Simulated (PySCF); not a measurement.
Sb³⁺: interval between two levels

Sb³⁺ [Kr] 4d10 5s2 → Sb³⁺ [Kr] 4d9 5s2 6s1 [3D3, M_J = 3], as a difference of total energies. Calculation: PySCF 2.14, in x2c-SVPall-2c with one added diffuse shell each of s, p type (7s9p4d, 54 functions); the two-component X2C-1e Hamiltonian. Correlated levels: [Ar] 3d10 frozen; the 6 highest virtual spinors dropped. "Screened" scales the spin-orbit matrix elements by Boettger's factors to mimic the two-electron term; Breit and QED terms are absent.

```json
{"method": "GHF (spin-free)", "interval between two levels (cm⁻¹)": "415820"}
{"method": "GMP2 (spin-free)", "interval between two levels (cm⁻¹)": "414190"}
{"method": "GHF (screened spin-orbit)", "interval between two levels (cm⁻¹)": "411690"}
{"method": "GMP2 (screened spin-orbit)", "interval between two levels (cm⁻¹)": "409850"}
```

The labels give the starting determinants; with spin-orbit coupling the two ends relaxed to ⟨J²⟩ = 0.00, ⟨L²⟩ = 0.02, ⟨S²⟩ = 0.02 and ⟨J²⟩ = 13.26, ⟨L²⟩ = 7.11, ⟨S²⟩ = 1.99.

The determinant of the upper state mixes levels of different J (the jj label is only the starting occupation), so the difference between spin-free and spin-orbit rows is not the physical spin-orbit shift.
